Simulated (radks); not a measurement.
Task: Radial electron density D(r) = 4 pi r^2 rho(r) of an atom or ion with 32 electrons. All-electron calculation, scalar-relativistic Kohn-Sham, PBE, spin-polarised, spherical densities, finite nucleus; Fermi nuclear charge, rms radius of each element as measured or else 0.836 A^(1/3) + 0.57 fm. Program: a radial shooting solver on a logarithmic mesh with Libxc functionals.

```
   r/bohr * D(r) (the largest magnitude, 62.1, reaches the edge; | marks zero)
 0.004449 |        *
 0.005747 |            *
 0.007423 |                 *
 0.009666 |                        *
  0.01249 |                                *
  0.01613 |                                       *
  0.02083 |                                            *
  0.02691 |                                             *
  0.03477 |                                          *
  0.04527 |                                      *
  0.05848 |                                      *
  0.07554 |                                             *
  0.09758 |                                                      *
    0.126 |                                                      *
   0.1641 |                                           *
    0.212 |                                  *
   0.2739 |                                    *
   0.3538 |                                         *
    0.457 |                                  *
    0.595 |                  *
   0.7686 |        *
   0.9929 |     *
    1.283 |  *
    1.657 |*
    2.157 *
    2.787 *
```

What is the nuclear charge?

Result: Z = 41. The innermost maximum, from 1s, lies near gamma/Z bohr with gamma = sqrt(1 - (Z/c)^2) = 0.954, here 0.0233 bohr (found: 0.0252), and its height grows with Z. The density is that of the niobium ion Nb9+ in [Ar] 3d10 4s2 4p2; the configuration itself is not fixed sharply by these data, and Z only to a few units. D(r) has 3 maxima, at r = 0.0252, 0.113, 0.354 bohr, and minima at 0.0515, 0.228 bohr, inside which lie 2.05, 11.08 electrons.
